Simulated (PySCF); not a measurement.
A PySCF script (with the pyscf-properties extension) for the NMR shieldings of SMILES C[SiH2]O[Si@@H](O)n1cccc1, C5H11NO2Si2, on a GFN2-xTB geometry:

```python
import basis_set_exchange as bse
import numpy as np
from pyscf import gto, dft
from pyscf.prop import nmr

atoms = """
C     2.255672    1.147319   -0.670073
Si    2.544630   -0.631007   -0.082726
O     1.389310   -1.075318    0.982413
Si   -0.128629   -1.084595    1.527215
O    -0.291846   -0.198870    2.871028
N    -1.184045   -0.303707    0.385416
C    -1.125661   -0.448342   -0.975282
C    -2.133181    0.261650   -1.552240
C    -2.859818    0.869619   -0.499655
C    -2.256963    0.499993    0.662766
H     2.279895    1.845426    0.163687
H     1.285675    1.250235   -1.152163
H     3.013187    1.458795   -1.383286
H     2.473630   -1.591611   -1.186106
H     3.767127   -0.778215    0.709756
H    -0.476555   -2.483765    1.722014
H     0.343687   -0.266038    3.577603
H    -0.355872   -1.048933   -1.419560
H    -2.338260    0.346098   -2.602178
H    -3.719158    1.502925   -0.602814
H    -2.491746    0.745285    1.678415
"""
names = dict.fromkeys(["C", "Si", "O", "N", "H"], "pcSseg-1")
basis = {el: gto.basis.parse(bse.get_basis(n, elements=[el], fmt="nwchem")) for el, n in names.items()}
mol = gto.M(atom=atoms, basis=basis, charge=0, verbose=0)
mf = dft.RKS(mol, xc="PBE0")
mf.grids.level = 2
mf.grids.alignment = dft.numint.BLKSIZE   # the property module wants whole blocks of grid points
mf.conv_tol = 1e-9
mf.kernel()

calc = nmr.RKS(mf)   # GIAO
C = mf.mo_coeff
Co = C[:, mf.mo_occ > 0]
resp = mf.gen_response(singlet=True, hermi=2)
def vind(x):   # induced exchange potential for any number of trial vectors
    d = np.einsum("pi,xij,qj->xpq", C, 2 * x.reshape(-1, C.shape[1], Co.shape[1]), Co, optimize=True)
    return np.einsum("xpq,pi,qj->xij", resp(d - d.transpose(0, 2, 1)), C, Co, optimize=True).ravel()
mo1, _ = nmr.rhf.solve_mo1(calc, with_cphf=vind)
sigma = calc.kernel(mo1)
for i, s in enumerate(sigma):   # ppm
    w = np.linalg.eigvalsh((s + s.T) / 2)
    print("%2d %-2s iso %8.1f  s11 %8.1f  s22 %8.1f  s33 %8.1f" % (i, mol.atom_pure_symbol(i), w.mean(), *w))
```

Problem. Give the expected output.

Solution. 
```
 0 C  iso    186.9  s11    173.9  s22    189.5  s33    197.2
 1 Si iso    368.2  s11    317.6  s22    374.9  s33    412.2
 2 O  iso    264.3  s11    251.4  s22    263.3  s33    278.3
 3 Si iso    408.7  s11    384.1  s22    407.1  s33    434.8
 4 O  iso    281.5  s11    252.3  s22    281.4  s33    310.7
 5 N  iso     79.9  s11     16.3  s22     31.9  s33    191.6
 6 C  iso     64.3  s11    -17.8  s22     66.6  s33    144.1
 7 C  iso     68.9  s11    -15.2  s22     59.5  s33    162.4
 8 C  iso     70.4  s11    -12.6  s22     60.8  s33    163.0
 9 C  iso     60.2  s11    -21.6  s22     61.3  s33    141.0
10 H  iso     31.3  s11     27.3  s22     29.6  s33     37.2
11 H  iso     31.1  s11     24.9  s22     30.1  s33     38.3
12 H  iso     32.0  s11     27.5  s22     28.1  s33     40.4
13 H  iso     26.3  s11     23.1  s22     24.6  s33     31.3
14 H  iso     26.5  s11     22.3  s22     25.0  s33     32.1
15 H  iso     26.6  s11     23.0  s22     24.0  s33     32.6
16 H  iso     29.2  s11     21.0  s22     23.8  s33     42.9
17 H  iso     25.0  s11     21.7  s22     25.3  s33     28.0
18 H  iso     25.1  s11     22.6  s22     25.4  s33     27.2
19 H  iso     25.1  s11     22.6  s22     25.5  s33     27.3
20 H  iso     24.7  s11     20.0  s22     25.6  s33     28.4
```

These numbers come from an equivalent density-fitted implementation of the same equations, which agrees with the script to about 0.01 ppm for H and up to a few tenths of a ppm for heavy atoms, so last digits may differ.

Size and cost of the density-fitted run: 239 basis functions, 43 s wall time on 1 thread of an Intel Xeon 6975P-C, shared host; peak memory 1.1 GiB.
